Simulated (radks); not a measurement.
The europium ion Eu53+, 10 electrons, occupied as [Ne] (the NIST ground configuration).

Calculated with a radial shooting solver on a logarithmic mesh with Libxc functionals: scalar-relativistic Kohn-Sham, BLYP, spin-unpolarised, spherical densities, finite nucleus; Fermi nuclear charge, rms radius 5.1115 fm.

Energy parts (eV):
total: -211417.12
kinetic: 230763.91
electron-nucleus: -457139.64
Hartree: 18017.30
exchange-correlation: -3058.69

Orbitals (lengths in bohr, moments of r in powers of bohr; <r^-3> diverges for s and p1/2; r(max) is where P^2 peaks):
orbital  occ.  eigenvalue (eV)      <r^2>  <r^-3>      <r^4>   r(max)
1s          2        -52468.37  0.0006778       -  1.219e-06  0.01420
2s          2        -11784.36    0.01028       -  0.0001787  0.07982
2p          6        -10963.54   0.008185   11210  0.0001298  0.06435

The highest occupied level is 2p at -10963.5 eV. The electron density at the nucleus is 5.914e+05 e/bohr^3 (large components only). The density falls to 0.001 e/bohr^3 at r = 0.37 bohr.
